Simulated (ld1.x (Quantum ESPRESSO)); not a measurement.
Scattering properties, ultrasoft potential for P

P (Z = 15), ultrasoft, made with ld1.x (Quantum ESPRESSO) 7.5 (PBE, scalar-relativistic). Core [Ne], reference 3s2 3p2 (charge +1). Waves: 3s (bound): rcut 1.35, rcutus 1.65 bohr; 3s channel at -0.5 Ry: rcut 1.35, rcutus 1.65 bohr; 3p (bound): rcut 1.40, rcutus 1.90 bohr; 3p channel at -0.5 Ry: rcut 1.40, rcutus 1.90 bohr; 3d channel at 0.35 Ry: rcut 1.75, rcutus 1.90 bohr; 3d channel at 2.45 Ry: rcut 1.75, rcutus 1.90 bohr. Local part: all-electron potential smoothed inside 1.35 bohr (lloc = -2). Core correction: none. Augmentation charge: PSQ, inside the norm-conserving radii.

The phase is arctan(r·u′/u) with u = r·R(r), unwrapped; energies in Ry, scanned from -4 to 5 Ry. A pole is an energy at which the radial function vanishes at the test radius. The pseudo phase is shifted by a multiple of π to meet the all-electron one at the reference energy, and phase errors are pseudo minus all-electron; the curves can meet again beyond the range given. Levels narrower than the energy grid can be missing from the lists of poles.

Task: For each channel, where are the poles, and over which energies does the pseudopotential scatter like the atom?

Result:

```tsv
channel	radius (bohr)	reference energy (Ry)	poles, all-electron	poles, pseudo	unbroken range about the reference energy with phases within 0.05 rad	phase error 1 Ry above the reference energy (rad)
s	2.06	-1.71	0.20	0.20	below 4.4	+0.000
p	2.06	-1.04	1.25	1.25	below 4.8	-0.000
d	2.06	0.35	2.29	2.29	the whole range	+0.000
```

Phases in the s channel:

```tsv
E (Ry)	all-electron	pseudo
-4.00	1.170	1.170
-3.76	1.134	1.134
-3.52	1.086	1.086
-3.28	1.023	1.023
-3.04	0.935	0.935
-2.80	0.804	0.804
-2.56	0.599	0.599
-2.32	0.271	0.271
-2.08	-0.189	-0.189
-1.84	-0.642	-0.642
-1.60	-0.958	-0.958
-1.36	-1.157	-1.157
-1.12	-1.285	-1.285
-0.88	-1.372	-1.372
-0.64	-1.436	-1.436
-0.40	-1.485	-1.485
-0.16	-1.524	-1.524
0.08	-1.557	-1.557
0.32	-1.585	-1.585
0.56	-1.609	-1.609
0.80	-1.632	-1.632
1.04	-1.653	-1.653
1.28	-1.673	-1.674
1.52	-1.693	-1.694
1.76	-1.714	-1.714
2.00	-1.734	-1.735
2.24	-1.756	-1.757
2.48	-1.779	-1.781
2.72	-1.805	-1.807
2.96	-1.834	-1.837
3.20	-1.867	-1.872
3.44	-1.907	-1.914
3.68	-1.955	-1.966
3.92	-2.015	-2.032
4.16	-2.092	-2.120
4.40	-2.197	-2.243
4.64	-2.342	-2.421
4.88	-2.548	-2.682
```
